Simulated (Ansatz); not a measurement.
Gas-phase reaction in SMILES: CNB(O)O [methylaminoboronic acid] → C[N]B(O)O + H atom (the H-N bond breaks)

Wanted: bond dissociation energy (electronic), in kcal/mol. Set-up: no dispersion term unless named; non-relativistic; valence correlation only; spin-orbit terms left out; UHF or UKS for open shells; 6-31G* and kin with 6d, 5d where marked. CBS(X,Y): correlation extrapolated as X^-3; Hartree-Fock from the larger set. First-principles rows: single points at B3LYP-D3(BJ) geometries (Ansatz, an electronic-structure program).

```json
[
 {"species": "CNB(O)O", "coefficient": "-1", "E at B3LYP/6-31G* (Ansatz), Eh": "-271.89159", "E at wB97M-V/def2-TZVPD (Ansatz), Eh": "-271.92389"},
 {"species": "C[N]B(O)O", "coefficient": "+1", "E at B3LYP/6-31G* (Ansatz), Eh": "-271.22521", "E at wB97M-V/def2-TZVPD (Ansatz), Eh": "-271.25266"},
 {"species": "H atom", "coefficient": "+1", "E at B3LYP/6-31G* (Ansatz), Eh": "-0.50027", "E at wB97M-V/def2-TZVPD (Ansatz), Eh": "-0.49411"}
]
```

Coupled cluster (Ansatz) is a level with limits of its own, used here on species with T1 under 0.025 (0.045 for open shells) and stable references: CCSD(T)/CBS(cc-pVTZ,cc-pVQZ). Value to compare with, CCSD(T)/CBS(cc-pVTZ,cc-pVQZ) (Ansatz): 113.5 kcal/mol. 1 Eh = 627.5095 kcal/mol.

**Question.** Work the quantity out at each level, and compare with CCSD(T)/CBS(cc-pVTZ,cc-pVQZ) (Ansatz).

**Answer.** 
- B3LYP/6-31G*: the sum of coefficient times E is 0.16611 Eh, or 104.24 kcal/mol. Result: 104.2 kcal/mol. Its difference against CCSD(T)/CBS(cc-pVTZ,cc-pVQZ) (Ansatz) is -9.3 kcal/mol.
- wB97M-V/def2-TZVPD: the sum of coefficient times E is 0.17712 Eh, or 111.14 kcal/mol. Result: 111.1 kcal/mol. Its difference against CCSD(T)/CBS(cc-pVTZ,cc-pVQZ) (Ansatz) is -2.4 kcal/mol.
